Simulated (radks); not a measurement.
Ga II, 30 electrons, occupied as [Ar] 3d10 4s2 (the NIST ground configuration).

All-electron calculation, Dirac Kohn-Sham, PBE, spin-unpolarised, spherical densities, finite nucleus; Fermi nuclear charge, rms radius 3.9973 fm. Program: a radial shooting solver on a logarithmic mesh with Libxc functionals.

Energy parts (eV):
total: -52893.465
kinetic: 53944.042
electron-nucleus: -127381.762
Hartree: 22594.840
exchange-correlation: -2050.585

Orbitals (lengths in bohr, moments of r in powers of bohr; <r^-3> diverges for s and p1/2; r(max) is where P^2 peaks):
orbital  occ.  eigenvalue (eV)       <r^4>   r(max)      <r>  <r^-3>  small-component weight
1s1/2       2        -10235.28  0.00002599  0.03178  0.04860       -                1.25e-02
2s1/2       2        -1270.094    0.005432   0.1825   0.2176       -                2.41e-03
2p1/2       2        -1125.264    0.003844   0.1445   0.1883       -                2.40e-03
2p3/2       4        -1097.608    0.004087   0.1474   0.1918   860.6                2.36e-03
3s1/2       2        -156.3588      0.3913   0.5646   0.6517       -                5.45e-04
3p1/2       2        -109.5573      0.4994   0.5614   0.6719       -                4.95e-04
3p3/2       4        -105.9327      0.5326   0.5697   0.6827   113.6                4.82e-04
3d3/2       4         -27.6964       1.886   0.5318   0.8039   11.93                3.47e-04
3d5/2       6         -27.2341       1.953   0.5347   0.8101   11.60                3.43e-04
4s1/2       2         -16.3303       52.51    1.849    2.217       -                5.72e-05

The highest occupied level is 4s1/2 at -16.330 eV. The density falls to 0.001 e/bohr^3 at r = 3.74 bohr. The electron density at the nucleus is 2.825e+04 e/bohr^3. Summed over all electrons, <r^2> = 24.46 bohr^2, which gives a Langevin (diamagnetic) susceptibility term of -19.4 x 10^-6 cm^3/mol.
